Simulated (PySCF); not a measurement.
CrF2O2, charge -1, multiplicity 2. Atoms are numbered in the order given.

```xyz
5

Cr     0.0000     0.0000     0.1371
O      1.3608     0.0000     0.9679
O     -1.3608     0.0000     0.9679
F      0.0000    -1.3531    -1.0432
F      0.0000     1.3531    -1.0432
```
Charge -1, spin multiplicity 2.

Geometry: TPSSh-D3(BJ)/def2-SVPD. The spin state was assumed, not searched. The isomer is the one that the SMILES or the coordinates give; other isomers of the formula were not compared.

These are PBE/def2-SVPD (PySCF) values and carry that method's errors.

 A positive occupied level means that this level leaves the electron formally unbound; only the finite basis holds it.

```json
{
 "total_energy": "-1393.92795 hartree",
 "point_group": "C2v",
 "α spin, highest occupied and lowest empty level": "0.15 and 1.14 eV",
 "β spin, highest occupied and lowest empty level": "-2.17 and 1.57 eV",
 "dipole_moment_about_the_centre_of_nuclear_charge": "0.01 D",
 "mean_static_polarisability": "49.2 bohr³ (7.29 Å³)",
 "polarisability_principal_values": "41.8, 48.7, 57.0 bohr³",
 "⟨S²⟩": "0.759 (pure state 0.75)"
}
```
